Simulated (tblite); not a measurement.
Compound: C4H12GaNO.
SMILES with atom numbers: `[CH3:1][CH2:2][CH2:3][O:4][GaH:5][NH:6][CH3:7]` (hydrogens: H8, H9, H10 on C1; H11, H12 on C2; H13, H14 on C3; H15 on Ga5; H16 on N6; H17, H18, H19 on C7)

Computed with GFN2-xTB (tblite), gas phase: L-BFGS steps from a force-field or distance-geometry start until the largest atomic force falls under 0.01 eV/Å.

Step 59: E = -622.7742 eV
```
atom  x, y, z in Å  |  force x, y, z in eV/Å
C1     -2.9786    0.3302    0.2505    0.029   0.003  -0.027
C2     -2.4481   -1.0249   -0.2066   -0.023   0.086  -0.002
C3     -1.3109   -0.8918   -1.2203    0.064  -0.100   0.037
O4     -0.1184   -0.4281   -0.6275    0.075   0.076   0.039
Ga5     1.1079    0.6689   -0.1670    0.036  -0.064  -0.002
N6      2.6414   -0.0214    0.5560   -0.007  -0.033   0.030
C7      3.8973    0.7102    0.4377   -0.017   0.021  -0.005
H8     -3.1495    0.9674   -0.6157   -0.026   0.038   0.045
H9     -2.2647    0.8186    0.9137    0.061   0.040  -0.073
H10    -3.9168    0.2218    0.7890    0.005  -0.040   0.023
H11    -3.2576   -1.5985   -0.6629    0.044   0.003  -0.058
H12    -2.0682   -1.5836    0.6494   -0.035  -0.040   0.046
H13    -1.0825   -1.8774   -1.6379   -0.066  -0.121  -0.070
H14    -1.5984   -0.2313   -2.0453   -0.108   0.028   0.037
H15     1.0962    2.1864   -0.3582   -0.078   0.113  -0.031
H16     2.7809   -1.0077    0.7455    0.010   0.053  -0.023
H17     3.6717    1.7387    0.1420   -0.029   0.037  -0.032
H18     4.4366    0.7574    1.3880   -0.018  -0.105   0.055
H19     4.5518    0.2741   -0.3224    0.084   0.005   0.011
```

Step 60: E = -622.7794 eV
```
atom  x, y, z in Å  |  force x, y, z in eV/Å
C1     -2.9684    0.3331    0.2546    0.044  -0.034  -0.063
C2     -2.4465   -1.0266   -0.2056   -0.045   0.109  -0.026
C3     -1.3179   -0.8964   -1.2325    0.078  -0.089   0.140
O4     -0.1288   -0.4094   -0.6476    0.056   0.040  -0.013
Ga5     1.1132    0.6647   -0.1845    0.009  -0.030   0.019
N6      2.6381   -0.0174    0.5708   -0.020   0.095  -0.019
C7      3.8961    0.7104    0.4500    0.005   0.035  -0.042
H8     -3.1523    0.9675   -0.6112   -0.039   0.023   0.044
H9     -2.2414    0.8263    0.9004    0.046   0.012  -0.063
H10    -3.8972    0.2246    0.8092    0.016  -0.021   0.022
H11    -3.2622   -1.5980   -0.6574    0.072   0.029  -0.023
H12    -2.0656   -1.5842    0.6527   -0.026  -0.019  -0.023
H13    -1.0820   -1.8857   -1.6383   -0.069  -0.095  -0.062
H14    -1.6169   -0.2467   -2.0628   -0.099   0.007   0.063
H15     1.0767    2.1851   -0.3571   -0.058   0.095  -0.033
H16     2.7840   -1.0049    0.7271    0.006  -0.113   0.016
H17     3.6763    1.7379    0.1490   -0.042   0.070  -0.002
H18     4.4345    0.7551    1.4009   -0.023  -0.092   0.050
H19     4.5504    0.2739   -0.3098    0.089  -0.020   0.015
```

Step 61: E = -622.7832 eV
```
atom  x, y, z in Å  |  force x, y, z in eV/Å
C1     -2.9680    0.3348    0.2544    0.031  -0.032  -0.065
C2     -2.4531   -1.0264   -0.2089   -0.028   0.111   0.005
C3     -1.3201   -0.9001   -1.2291    0.080  -0.076   0.132
O4     -0.1407   -0.3960   -0.6411    0.093   0.005  -0.011
Ga5     1.1198    0.6571   -0.1909   -0.036   0.057   0.011
N6      2.6433   -0.0075    0.5829    0.053  -0.121  -0.024
C7      3.9055    0.7136    0.4587    0.033   0.041  -0.061
H8     -3.1693    0.9661   -0.6103   -0.045   0.005   0.050
H9     -2.2294    0.8349    0.8824    0.026  -0.018  -0.057
H10    -3.8860    0.2211    0.8269    0.036   0.011   0.012
H11    -3.2685   -1.5898   -0.6667    0.018   0.005  -0.048
H12    -2.0846   -1.5911    0.6493    0.001  -0.018   0.000
H13    -1.0757   -1.8901   -1.6304   -0.079  -0.073  -0.045
H14    -1.6202   -0.2541   -2.0603   -0.103   0.009   0.014
H15     1.0467    2.1776   -0.3633   -0.036   0.080  -0.028
H16     2.7962   -1.0051    0.6883   -0.040   0.016   0.028
H17     3.6931    1.7391    0.1463   -0.031   0.075   0.037
H18     4.4382    0.7564    1.4139   -0.031  -0.061   0.019
H19     4.5634    0.2686   -0.2944    0.057  -0.016   0.031
```

Step 62: E = -622.7861 eV
```
atom  x, y, z in Å  |  force x, y, z in eV/Å
C1     -2.9659    0.3357    0.2532    0.014  -0.036  -0.043
C2     -2.4543   -1.0261   -0.2086    0.017   0.037  -0.004
C3     -1.3189   -0.9039   -1.2283    0.029   0.000   0.090
O4     -0.1409   -0.3907   -0.6439    0.064  -0.045  -0.033
Ga5     1.1215    0.6578   -0.1883   -0.057   0.087  -0.007
N6      2.6468   -0.0094    0.5807    0.004   0.141  -0.070
C7      3.9080    0.7141    0.4584    0.041   0.015  -0.040
H8     -3.1699    0.9695   -0.6079   -0.061  -0.004   0.014
H9     -2.2263    0.8388    0.8773    0.033  -0.037  -0.037
H10    -3.8813    0.2172    0.8285    0.027   0.039   0.020
H11    -3.2680   -1.5911   -0.6702    0.027   0.040  -0.027
H12    -2.0927   -1.5923    0.6536    0.007   0.005  -0.039
H13    -1.0780   -1.8943   -1.6343   -0.054  -0.026   0.001
H14    -1.6269   -0.2562   -2.0588   -0.062  -0.037   0.050
H15     1.0359    2.1816   -0.3651   -0.018   0.023  -0.014
H16     2.7998   -0.9999    0.6917   -0.010  -0.228   0.048
H17     3.6947    1.7402    0.1464   -0.013   0.051   0.063
H18     4.4374    0.7481    1.4162   -0.026  -0.015   0.000
H19     4.5693    0.2700   -0.2928    0.039  -0.010   0.026
```

Q: Estimate the geometry and energy of step 63. (The exact step hangs on the optimiser's Hessian estimate; all steps are aligned on step 62, rigid shifts and turns removed.)

A: E = -622.7878 eV, largest force 0.165 eV/Å
```
atom  x, y, z in Å  |  force x, y, z in eV/Å
C1     -2.9504    0.3377    0.2569   -0.007  -0.004   0.011
C2     -2.4474   -1.0255   -0.2059    0.061  -0.050  -0.020
C3     -1.3225   -0.9105   -1.2413    0.005   0.071   0.034
O4     -0.1378   -0.3788   -0.6799   -0.045  -0.113  -0.073
Ga5     1.1175    0.6650   -0.1939   -0.040   0.056  -0.008
N6      2.6359   -0.0072    0.5959    0.011  -0.057  -0.088
C7      3.8980    0.7150    0.4672    0.030  -0.003  -0.008
H8     -3.1646    0.9710   -0.6019   -0.063  -0.008   0.006
H9     -2.2014    0.8424    0.8711    0.005  -0.057  -0.055
H10    -3.8594    0.2211    0.8454    0.063   0.051  -0.002
H11    -3.2695   -1.5942   -0.6538    0.094   0.084  -0.005
H12    -2.0742   -1.5886    0.6556   -0.014   0.027  -0.078
H13    -1.0870   -1.9065   -1.6433   -0.026   0.053   0.056
H14    -1.6480   -0.2721   -2.0775   -0.012  -0.092   0.136
H15     1.0431    2.1908   -0.3695   -0.029   0.008  -0.012
H16     2.7897   -1.0056    0.6836   -0.044  -0.014   0.031
H17     3.6820    1.7422    0.1577    0.015   0.026   0.071
H18     4.4276    0.7440    1.4257   -0.023   0.008  -0.020
H19     4.5585    0.2691   -0.2842    0.020   0.011   0.026
```

The energy changes by -0.0017 eV. The first-order estimate −F·Δx gives -0.0043 eV and the mean of the old and new forces, exact on a quadratic surface, -0.0016 eV. The step makes an angle of 83° with the force vector and moves no atom by more than 0.038 Å.

The cost below is that of the whole relaxation. Hardware: an Arm Neoverse N1 with one thread, shared host with 64 logical CPUs at a one-minute load of 59. Cost: 3.0 s wall.
